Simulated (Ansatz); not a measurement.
Input file for Ansatz (a first-principles code): R-PBE0/def2-TZVPPD on ClH3Si (SMILES [SiH3]Cl) with ghost functions. Files ending in .json are basis or fitting sets from the Basis Set Exchange.

Ansatz 0.2 input:
```yaml
crystal:
  periodic: [false, false, false]
  atoms:
    - {symbol: Si, position_ang: [-0.44985290, -0.94146581, 3.20650872]}
    - {symbol: Cl, position_ang: [0.93344213, 0.61430628, 3.12635062]}
    - {symbol: H, position_ang: [-0.71248953, -1.18489845, 4.63989567]}
    - {symbol: H, position_ang: [0.15207057, -2.13748881, 2.59347543]}
    - {symbol: H, position_ang: [-1.68010388, -0.51844864, 2.52033430]}
basis:
  gaussian:
    orbitals: def2-TZVPPD.json
    ghost_atoms:
      - {symbol: O, position_ang: [0.09649005, -0.38124144, 0.07613971]}
      - {symbol: H, position_ang: [0.78542324, -0.95395377, -0.27665189]}
      - {symbol: H, position_ang: [0.56608962, 0.32634946, 0.53390192]}
hamiltonian:
  xc: {name: PBE0}
scf: {lower_state_search: off}
```

The log:

```
WARN ansatz: RAYON_NUM_THREADS=2 ignored (pool sized by the plan → 2); use --threads N
Functional definition: PBE0
these checks for a lower state are left out or cut short: stability, starts, cluster_reference, orbital_swaps, neighbouring_geometries, increment
integrals: 0.15 GiB planned
1119 factors; their error is unknown
mean field: 1.19 GiB planned
mean field evaluation 1: about -20443.0072 eV, gradient 1.1e1 eV
mean field evaluation 2: about -20443.2214 eV, gradient 7.0e0 eV
mean field evaluation 4: about -20443.3089 eV, gradient 2.1e-1 eV
mean field evaluation 8: about -20443.3596 eV, gradient 2.6e-2 eV
mean field -20443.35961084 eV, -751.2796086917 hartree, gradient 4.1e-6 eV, S^2 0.000000; 0 other end points of the search recorded, 0 dependent functions left out
reference -20443.35965105 eV, -751.2796101692 hartree; 17, 17 occupied and 207, 207 virtual orbitals, 1119 factors
Total energy: -20443.35965105 eV, -751.2796101692 hartree
Checks for a lower state left out: stability, starts, cluster_reference, orbital_swaps, neighbouring_geometries, increment
```

The run converged.

Cost: roughly 1.4 core-seconds.
